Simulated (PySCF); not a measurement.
Job file and geometry (Å, from GFN2-xTB) of an NMR shielding run on `C(B)SBSCF`, C2H7B2FS2, PySCF 2.14.0, density-fitted response routines, GIAO PBE0/pcSseg-1 NMR shielding, non-relativistic, gas phase; density fitting, a coarse starting grid and PySCF grid level 2 are the driver's defaults:

```
$ OMP_NUM_THREADS=1 python probes_run.py task.json out

{"job": {"kind": "nmr", "xc": "PBE0", "basis": "pcSseg-1"}, "charge": 0, "multiplicity": 1}
B      2.374770     0.728008     0.594863
C      2.259539    -0.828210     0.487603
S      0.748710    -1.557880     1.262245
B     -0.519650    -0.539478     0.574119
S     -2.239432    -0.826674     0.980609
C     -3.051015     0.465211    -0.032108
F     -2.711972     0.366425    -1.343955
H      2.942614     1.320040    -0.235843
H      1.922857     1.283867     1.516850
H      3.084878    -1.279782     1.044624
H      2.310497    -1.229701    -0.523886
H     -0.241872     0.327323    -0.157885
H     -2.751571     1.455921     0.317937
H     -4.129031     0.314459     0.052710
```

Q: What does the program print?

A: 
```
coarse grid: 13024 points
cycle   1  E = -1025.6616994187  dE =  6.047e-01  |g| = 4.757e-01  |ddm| = 3.304e+00
cycle   2  E = -1025.6349976196  dE =  2.670e-02  |g| = 6.580e-01  |ddm| = 7.596e-01
cycle   3  E = -1025.7058651226  dE = -7.087e-02  |g| = 5.070e-02  |ddm| = 3.994e-01
cycle   4  E = -1025.7063499275  dE = -4.848e-04  |g| = 2.000e-02  |ddm| = 6.922e-02
cycle   5  E = -1025.7064405797  dE = -9.065e-05  |g| = 5.289e-03  |ddm| = 2.575e-02
cycle   6  E = -1025.7064467921  dE = -6.212e-06  |g| = 1.843e-03  |ddm| = 6.865e-03
final grid: 117536 points
cycle   7  E = -1025.7560570131  dE = -3.724e-05  |g| = 9.699e-03  |ddm| = 2.822e-02
cycle   8  E = -1025.7560395547  dE =  1.746e-05  |g| = 1.286e-02  |ddm| = 1.881e-02
cycle   9  E = -1025.7560792326  dE = -3.968e-05  |g| = 6.845e-04  |ddm| = 1.192e-02
cycle  10  E = -1025.7560793567  dE = -1.241e-07  |g| = 1.370e-04  |ddm| = 1.047e-03
cycle  11  E = -1025.7560793600  dE = -3.307e-09  |g| = 7.709e-05  |ddm| = 1.945e-04
cycle  12  E = -1025.7560793616  dE = -1.540e-09  |g| = 1.447e-05  |ddm| = 8.373e-05
cycle  13  E = -1025.7560793616  dE = -3.683e-11  |g| = 4.114e-06  |ddm| = 1.388e-05
converged SCF energy = -1025.7560793616

GIAO shielding tensors (ppm)
atom      isotropic    diamagn.    paramagn.     s11        s22        s33       span
  0 B       10.337     191.017    -180.680    -57.228    -35.303    123.542    180.769
  1 C      148.951     254.053    -105.102    126.378    150.817    169.658     43.280
  2 S      392.647    1058.221    -665.574    233.217    391.943    552.781    319.564
  3 B       35.397     195.845    -160.447    -24.161     22.343    108.011    132.171
  4 S      401.834    1057.557    -655.723    245.169    400.075    560.259    315.091
  5 C       96.733     241.858    -145.124     54.687     89.801    145.712     91.024
  6 F      387.145     477.487     -90.343    321.658    369.056    470.720    149.062
  7 H       23.768      29.190      -5.421     17.160     26.345     27.801     10.641
  8 H       23.807      29.070      -5.263     14.941     26.526     29.954     15.013
  9 H       29.390      28.564       0.826     23.463     28.239     36.468     13.005
 10 H       27.841      31.216      -3.374     22.497     26.336     34.690     12.193
 11 H       24.856      33.232      -8.375     19.883     23.865     30.821     10.938
 12 H       25.973      28.903      -2.930     20.720     26.703     30.497      9.777
 13 H       25.949      26.716      -0.767     20.857     26.130     30.861     10.003
```

Size and cost of the density-fitted run: 168 basis functions, 38 s wall time on 1 thread of an Arm Neoverse N1, shared host; peak memory 0.74 GiB.
